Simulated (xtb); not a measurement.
GeHBr, SMILES [GeH][Br] (connectivity only; charge and spin as stated), neutral, multiplicity 1. All values are semi-empirical tight-binding results from xtb (GFN2-xTB unless named), good for trends rather than for accurate numbers. Geometry optimised at GFN2-xTB.

Optimised geometry:

```xyz
3

Ge     0.0525    -1.1925     0.0000
H     -1.6032    -1.3040     0.0000
Br    -0.0022     1.1276     0.0000
```

For metal compounds this method's bond lengths and energies can be far off.

Computed properties:
| Quantity | Value |
|---|---|
| point group as xtb finds it | Cs |
| orbital gap | 2.98 eV |
| zero-point energy | 3.4 kcal/mol |
| G − E(el) at 298.15 K (modified RRHO) | -13.6 kcal/mol |

Computed atomic charges and the Wiberg bond orders between heavy atoms:
charges (e) Ge1 0.34, H2 -0.17, Br3 -0.18. Bond orders Ge1–Br3 1.36.
